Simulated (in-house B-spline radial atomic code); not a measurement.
**Ionising the chromium ion Cr³⁺ with different functionals**

Computed with a B-spline radial code for spherical atoms: four-component Dirac-Coulomb Hamiltonian, Fermi nucleus of rms radius 3.6452 fm, spin-restricted, spherical fractional occupations for the functionals. The ionisation energy is the difference of two self-consistent energies, [Ar] 3d3 → [Ar] 3d2, without Breit or QED terms; ε is the level of the shell that loses the electron (mean over j). The electron is taken from both j subshells in proportion to 2j + 1, so the result is a j average, not the step between ground levels.

Hybrids are left out here: with spherical fractional occupations of an open shell their exact exchange keeps a self-interaction that integer-occupation calculations don't have.

| method | rung | ΔSCF (eV) | -ε(3d) (eV) |
| --- | --- | --- | --- |
| LDA VWN5 | LDA | ? | ? |
| relativistic LDA | LDA | 48.66 | 39.42 |
| LDA PW92 | LDA | 48.63 | 39.40 |
| LDA exchange-only | LDA | 46.90 | 37.73 |
| PBE | GGA | 48.36 | 39.12 |
| PBEsol | GGA | 48.32 | 39.08 |
| BLYP | GGA | 48.33 | 39.10 |
| RPBE | GGA | 48.29 | 39.04 |
| PW91 | GGA | 48.48 | 39.23 |
| BP86 | GGA | 48.40 | 39.16 |
| AM05 | GGA | ? | ? |
| OLYP | GGA | 48.54 | 39.25 |

(1) What does LDA VWN5 give?

(2) What does AM05 give?

(3) How do they compare with the NIST value?

## Answers

(1) ΔSCF 48.64 eV, and -ε(3d) = 39.40 eV.

(2) ΔSCF 48.33 eV, and -ε(3d) = 39.08 eV.

(3) NIST lists 49.16 eV ± 0.05 (semi-empirical, ground level to ground level). Errors run from -2.26 to -0.50 eV; relativistic LDA is closest (-0.50 eV), though others lie within the uncertainty of it, and part of that can be cancellation, since the calculations leave out Breit-QED terms, spin polarisation, the choice among j levels, multiplet and fine-structure energies.
